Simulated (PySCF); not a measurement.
## Pd⁺ (palladium, charge +1) across methods

[Kr] 4d9, 2D determinant. Calculation: PySCF 2.14, in aug-cc-pwCVTZ-DK with one added diffuse shell each of s, p, d, f, g type (12s11p9d5f4g, 161 functions); scalar relativity by spin-free X2C-1e.

```tsv
method	E (hartree)	mean ε 4p β (eV)	mean ε 4d α (eV)	mean ε 4d β (eV)	Σ⟨r²⟩ (bohr²)	⟨S²⟩
LDA	-5039.47	-62.283	-15.216	-14.548	36.14	0.753
PBE	-5044.44	-62.061	-14.969	-14.293	36.08	0.756
r2SCAN	-5044.82	-63.377	-15.156	-14.391	35.72	0.762
UHF	-5042.35885	-75.961	-21.138	-20.102	35.24	0.757
PBE0	-5044.51	-65.794	-16.712	-15.961	35.71	0.755
```
